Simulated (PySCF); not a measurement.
Pb(Cl)(SiH3) (ClH3PbSi), SMILES [SiH3][Pb][Cl] (connectivity only; charge and spin as stated), neutral, multiplicity 1. Atoms are numbered in the order given.

```xyz
6

Pb     0.5198     0.2258     0.0000
Cl    -1.7709     1.2677     0.0000
Si    -0.6892    -2.2739     0.0000
H     -1.5610    -2.3969     1.2103
H      0.2561    -3.4376     0.0000
H     -1.5610    -2.3969    -1.2103
```
Charge 0, spin multiplicity 1.

Coordinates come from a B3LYP-D3(BJ)/def2-SVP optimisation. The def2 effective core potentials stand for the cores of Pb; spin–orbit coupling is left out.

All values below come from HF/def2-TZVPD run with PySCF.

Symmetry labels are those of the subgroup Cs that the program uses (full group Cs).

Computed valence orbital energies around the gap with their symmetry:
```
orbital  symmetry  energy (eV)
-------  --------  -----------
HOMO−7         A'       -19.48
HOMO−6         A'       -16.85
HOMO−5         A'       -13.04
HOMO−4         A"       -13.01
HOMO−3         A'       -11.80
HOMO−2         A"       -11.62
HOMO−1         A'       -11.45
HOMO           A'        -8.49
LUMO           A"        -0.59
LUMO+1         A'         0.99
LUMO+2         A'         1.32
LUMO+3         A'         1.72
```
